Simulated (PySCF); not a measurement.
sodium atom (Na), doublet. Base run: MN15/6-31G* (PySCF).

The PySCF input:
```python
from pyscf import gto, scf, dft

mol = gto.M(
    atom='''
Na    0.00000000    0.00000000    0.00000000
''',
    basis='6-31g*',
    spin=1,
    verbose=4,
)

mf = dft.UKS(mol)
mf.xc = 'mn15'
mf.kernel()
```

The base run was repeated with changes; each row names its change, and settings that it needs were set with it.

```tsv
change	ΔE vs base (mEh)	grid points	electrons on the grid
base	0.000	18104	11.00000
grids.atom_grid = (30, 110)	-7.017	2424	11.00002
grids.level = 2	0.002	11320	11.00000
grids.prune = off	0.000	34720	11.00000
grids.level = 0	17.141	1624	11.00426
grids.prune = dft.gen_grid.treutler_prune	0.000	18424	11.00000
grids.level = 7	-0.001	80992	11.00000
grids.becke_scheme = stratmann	0.000	18104	11.00000
grids.level = 5	-0.001	40600	11.00000
grids.level = 1	0.099	6112	11.00000
grids.radi_method = gauss_chebyshev	-0.001	17000	11.00000
```

Open shells are given as the SCF converged; they aren't shown to be the lowest states, and a large step between rows can be another state.
